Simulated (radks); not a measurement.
The numbers below are computed, except where a source is named.
Yb I, 70 electrons, occupied as [Xe] 4f14 6s1 7d1 (not the ground configuration).

Level of theory: Dirac Kohn-Sham, PBE, spin-unpolarised, spherical densities, finite nucleus; open shells fill j = l - 1/2 first; Fermi nuclear charge, rms radius 5.3108 fm (a radial shooting solver on a logarithmic mesh with Libxc functionals).

Energy parts (hartree):
| part | energy |
|---|---|
| total | -14074.0769 |
| kinetic | 15630.8568 |
| electron-nucleus | -34934.0553 |
| Hartree | 5523.6223 |
| exchange-correlation | -294.5007 |

Orbitals (lengths in bohr, moments of r in powers of bohr; r(max) is where P^2 peaks):
| orbital | occ. | eigenvalue (hartree) | <r^4> | <r^2> | r(max) | small-component weight |
|---|---|---|---|---|---|---|
| 1s1/2 | 2 | -2247.413 | 7.560e-07 | 0.0005300 | 0.01237 | 6.90e-02 |
| 2s1/2 | 2 | -380.7083 | 0.0001156 | 0.008153 | 0.07077 | 1.55e-02 |
| 2p1/2 | 2 | -363.1815 | 0.00007038 | 0.005860 | 0.05296 | 1.55e-02 |
| 2p3/2 | 4 | -324.7046 | 0.00009809 | 0.007072 | 0.05938 | 1.42e-02 |
| 3s1/2 | 2 | -85.95173 | 0.004344 | 0.05360 | 0.1997 | 5.03e-03 |
| 3p1/2 | 2 | -78.20674 | 0.003875 | 0.04945 | 0.1874 | 4.97e-03 |
| 3p3/2 | 4 | -70.03981 | 0.004959 | 0.05619 | 0.2008 | 4.59e-03 |
| 3d3/2 | 4 | -56.84308 | 0.003443 | 0.04401 | 0.1581 | 4.47e-03 |
| 3d5/2 | 6 | -55.05870 | 0.003714 | 0.04587 | 0.1618 | 4.36e-03 |
| 4s1/2 | 2 | -17.05821 | 0.1055 | 0.2690 | 0.4556 | 1.62e-03 |
| 4p1/2 | 2 | -13.92241 | 0.1176 | 0.2800 | 0.4569 | 1.54e-03 |
| 4p3/2 | 4 | -12.07418 | 0.1513 | 0.3175 | 0.4853 | 1.39e-03 |
| 4d3/2 | 4 | -6.91443 | 0.2077 | 0.3561 | 0.4860 | 1.20e-03 |
| 4d5/2 | 6 | -6.57798 | 0.2257 | 0.3709 | 0.4952 | 1.16e-03 |
| 4f5/2 | 6 | -0.32498 | 2.569 | 0.8298 | 0.4805 | 7.08e-04 |
| 4f7/2 | 8 | -0.27657 | 3.199 | 0.8938 | 0.4861 | 6.86e-04 |
| 5s1/2 | 2 | -2.20353 | 4.102 | 1.650 | 1.072 | 3.22e-04 |
| 5p1/2 | 2 | -1.35783 | 7.246 | 2.133 | 1.170 | 2.50e-04 |
| 5p3/2 | 4 | -1.13398 | 10.20 | 2.519 | 1.262 | 2.13e-04 |
| 6s1/2 | 1 | -0.28360 | 322.5 | 14.45 | 3.075 | 3.66e-05 |
| 7d3/2 | 1 | -0.01932 | 360300 | 520.7 | 23.07 | 2.66e-06 |
| 7d5/2 | 0 | -0.01894 | 363700 | 518.7 | 23.35 | 2.90e-06 |

The highest occupied level is 7d3/2 at -0.526 eV. The electron density at the nucleus is 1.027e+06 e/bohr^3. Summed over all electrons, <r^2> = 571.9 bohr^2, which gives a Langevin (diamagnetic) susceptibility term of -453 x 10^-6 cm^3/mol.
